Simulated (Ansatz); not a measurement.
Isolated molecules relaxed with PBE0-D4/def2-TZVP in Ansatz; ΔE leaves out vibrations. CBS: MP2 limit from def2 TZ/QZ plus the TZ coupled-cluster correction, frozen cores. DFT in def2-TZVPP. Each species was taken in one conformer, which may not be the lowest.

Reaction (isomerisation): `[CH3][AlH][N]=C=O` → `N=C=C[O][AlH2]`

| species | ωB97X-V energy (Eh) |
| --- | --- |
| `[CH3][AlH][N]=C=O` | -451.07101 |
| `N=C=C[O][AlH2]` | -450.96948 |

(1) Work out ΔE.

Largest T1 diagnostic among the species: 0.015.

Results:

(1) ΔE = (-450.96948) − (-451.07101) = 0.10153 Eh = +63.7 kcal/mol. CCSD(T)/CBS gives +62.1 kcal/mol.

At CCSD(T), def2-SVP lies +2.4 kcal/mol from the extrapolated value and def2-TZVPP +0.6 kcal/mol. Leaving LDA and LC-ωPBE aside and taking each functional with its dispersion term where it has one, the values, not all of them listed here, spread over 6.7 kcal/mol, from BLYP-D4 to PBE-QIDH. LDA lies −2.7 kcal/mol from PBE without D4.
